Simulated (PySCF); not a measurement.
Si(F)(NMe2) (C₂H₆FNSi), SMILES CN([Si]F)C (connectivity only; charge and spin as stated), neutral, multiplicity 1.

Coordinates come from a PBE-D3(BJ)/def2-SVP optimisation. One conformer was computed; it need not be the lowest.

Calculation: PBE-D3(BJ)/def2-SVP in PySCF 2.14.0.

Frequencies are harmonic and unscaled.

Computed vibrational spectrum:
```csv
mode,ν (cm⁻¹),IR (km/mol),moving atoms (share of kinetic energy)
1,138,0.1,"F 35 %, Si 23 %, C 22 %, H 17 %"
2,217,0.7,H 86 %
3,217,3.6,"F 41 %, C 30 %, H 15 %"
4,254,1.2,"H 85 %, N 9 %"
5,305,6.4,"N 49 %, H 44 %"
6,326,1.6,"C 39 %, H 25 %, F 19 %, Si 12 %"
7,390,6.4,"C 31 %, H 22 %, Si 21 %, N 13 %, F 13 %"
8,654,32.9,"Si 38 %, C 36 %, H 16 %, N 10 %"
9,794,94.0,"F 57 %, Si 43 %"
10,978,95.8,"H 38 %, C 37 %, N 22 %"
11,1042,4.6,"H 73 %, C 25 %"
12,1064,0.6,"H 80 %, C 20 %"
13,1122,2.7,"H 68 %, C 20 %, N 12 %"
14,1207,45.2,"N 60 %, C 31 %, H 9 %"
15,1260,21.4,"N 38 %, H 38 %, C 22 %"
16,1368,0.1,"H 87 %, C 12 %"
17,1394,7.9,"H 83 %, C 17 %"
18,1395,3.4,H 97 %
19,1418,13.5,H 97 %
20,1418,17.7,H 97 %
21,1448,4.7,H 93 %
22,2919,50.8,H 97 %
23,2927,84.4,H 97 %
24,2984,59.8,"H 91 %, C 9 %"
25,2991,0.2,"H 90 %, C 10 %"
26,3031,11.5,"H 91 %, C 9 %"
27,3086,2.5,"H 91 %, C 9 %"
```
